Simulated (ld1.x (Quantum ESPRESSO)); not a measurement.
Before and after: TM semilocal potential for Pb (Z = 82)

| Quantity | Value |
| --- | --- |
| Element | Pb |
| Generator | ld1.x (Quantum ESPRESSO) 7.5 |
| Type | norm-conserving Troullier–Martins (semilocal form) |
| Functional | PBE |
| Relativity | scalar-relativistic |
| Frozen core | [Xe] 4f14 5d10 |
| Valence charge | 4 |
| Reference configuration | 6s2 6p2 |
| Partial waves | 6s (bound): rc 1.75 bohr; 6p (bound): rc 2.25 bohr; 6d channel at 0.05 Ry: rc 2.15 bohr |
| Local potential | the d channel |
| Core correction | none |

All-electron outer shells of the reference configuration (PBE, scalar-relativistic, ld1.x):

```csv
shell,level (eV),outermost node (bohr),outermost maximum (bohr)
5p,-85.83,0.49,0.88
5d,-21.18,0.52,1.07
6s,-12.04,1.01,1.95
6p,-3.50,1.18,2.67
```

Change: functional LDA (PZ).

Cutoffs: the cutoffs (Ry, on a coarse ladder) from which the occupation-weighted sum of valence levels, in a spherical-Bessel basis at the reference potential, stays within 10 and 1 mRy of its value at 400 Ry; they do not see the model core or the augmentation charge, which bear on the density cutoff. Errors are all-electron minus pseudo energies relative to the spin-unpolarised reference configuration.

Problem. Predict the effect on cutoff, ghosts and configuration errors.

Solution. The potential gets neither clearly harder nor softer (25 Ry and 50 Ry → 25 Ry and 50 Ry); the number of tests with a reliable result goes from 7 to 9; of the 7 tests that both files solve, the error grows in 2 and shrinks in 3 by more than 15 % and 0.3 meV (median size 21.2 → 16.5 meV); neither file shows a bound ghost. A semilocal file is local in each channel, so a ghost entry of none says nothing of the separable form that plane-wave codes build from it.

| quantity | base | changed |
| --- | --- | --- |
| cutoff, loose | 25 Ry | 25 Ry |
| cutoff, tight | 50 Ry | 50 Ry |
| bound ghosts | none | none |
| error for 6s2 6p1, meV [ΔE 6.58 → 6.83 eV] | +10 | +8.1 |
| error for 6s2 6p0, meV [ΔE 20.02 → 20.59 eV] | +87 | +69 |
| error for 6s1 6p0, meV [ΔE 52.43 → 53.47 eV] | +171 | +272 |
| error for 6s1 6p3, meV [ΔE 8.74 → 8.82 eV] | +21 | +16 |
| error for 6s0 6p4, meV [ΔE 17.83 → 18.03 eV] | +110 | +95 |
| error for 6s1 6p2, meV [ΔE 16.10 → 16.43 eV] | -4.1 | +10 |
| error for 6s2 6p2.3, meV [ΔE -0.80 → -0.86 eV] | +1.0 | +0.8 |
| s: phases at 2.46 bohr within 0.05 rad from the reference energy up to (Ry; the scan ends near 5) | 2.6 | 2.6 |
| p: phases at 2.46 bohr within 0.05 rad from the reference energy up to (Ry; the scan ends near 5) | 3.5 | 3.5 |
| d: phases at 2.46 bohr within 0.05 rad from the reference energy up to (Ry; the scan ends near 5) | 0.5 | 0.5 |
